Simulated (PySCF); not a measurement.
cyclopenta-2,4-dien-1-one (C5H4O), SMILES O=C1C=CC=C1.

The structure is a stationary point at PBE0-D3(BJ)/def2-SVP.

The numbers are results of PBE/def2-TZVP in PySCF, not measurements.

**Question.** Estimate the frontier levels, gap, dipole moment and polarisability. (Estimate from the structure and the level; the computed values follow.)

**Answer.** 
```
Quantity                                                                                                        Value
---------------------------------------------------------------------------------------------  ----------------------
highest occupied level                                                                                       -6.01 eV
lowest empty level                                                                                           -3.86 eV
orbital gap                                                                                                   2.15 eV
dipole moment                                                                                                  3.04 D
quadrupole, principal values (traceless, Buckingham form, about the centre of nuclear charge)  -3.35, -2.44, 5.79 D·Å
mean static polarisability                                                                       56.2 bohr³ (8.33 Å³)
polarisability, principal values                                                               33.3, 59.9, 75.5 bohr³
```
